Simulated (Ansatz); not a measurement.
Input file for `FC(F)(Br)Br`:

```yaml
crystal:
  periodic: [false, false, false]
  atoms:
    - {symbol: F, position_ang: [-0.970419, -0.113404, 0.986263]}
    - {symbol: C, position_ang: [0.004812, -0.087618, 0.090880]}
    - {symbol: F, position_ang: [0.914817, -0.981381, 0.446593]}
    - {symbol: Br, position_ang: [-0.709335, -0.561239, -1.642112]}
    - {symbol: Br, position_ang: [0.810026, 1.669943, 0.076975]}
basis:
  gaussian: {orbitals: def2-SVP}
correlation: {method: ccsd_t}
```

```sh
$ ansatz run in.yaml --threads 4 --pin off --events-out ev --progress --plain
```

Output of Ansatz, abridged:

```
Functional definition: HF
1017 factors; integrals over basis functions are off by at most 8.1e-4 eV
mean field evaluation 1: about -146412.4553 eV, gradient 4.3e1 eV
mean field evaluation 2: about -146412.6385 eV, gradient 4.3e1 eV
mean field evaluation 4: about -146416.8407 eV, gradient 2.6e0 eV
mean field evaluation 8: about -146416.8854 eV, gradient 2.1e-1 eV
mean field -146416.88560675 eV, -5380.7213011183 hartree, gradient 7.5e-6 eV, S^2 0.000000; 0 other end points of the search recorded, 0 dependent functions left out
21 core orbitals not correlated: weight in the atoms' cores, before any rotation towards them, 1.000 or more for the frozen orbitals, at most 0.000 for the correlated occupied ones
reference -146416.88560675 eV, -5380.7213011183 hartree; 26, 26 occupied and 59, 59 virtual orbitals, 1017 factors
second order -26.24088477 eV of doubles, -0.00000000 eV of singles
cycle   1  -25.78557688 eV  change    4.6e-1 eV  update   1.0e-1
cycle   2  -26.31908354 eV  change   -5.3e-1 eV  update   3.0e-2
cycle   3  -26.42911629 eV  change   -1.1e-1 eV  update   1.4e-2
cycle   4  -26.41583447 eV  change    1.3e-2 eV  update   3.0e-3
cycle   5  -26.41558568 eV  change    2.5e-4 eV  update   1.5e-3
cycle   6  -26.41606538 eV  change   -4.8e-4 eV  update   4.1e-4
cycle   7  -26.41573036 eV  change    3.4e-4 eV  update   1.7e-4
cycle   8  -26.41563887 eV  change    9.1e-5 eV  update   4.7e-5
cycle   9  -26.41565757 eV  change   -1.9e-5 eV  update   1.8e-5
perturbative correction -0.63097760 eV, -0.0231879993 hartree
Total energy: -146443.93224192 eV, -5381.7152466280 hartree
```

Hardware: 4 threads of a server CPU on a shared host. Wall time 4.4 s, peak host memory 0.39 GiB.

The correlation energy is -27.047 eV, 2.3 % of it from (T); the T1 diagnostic reads 0.0091.
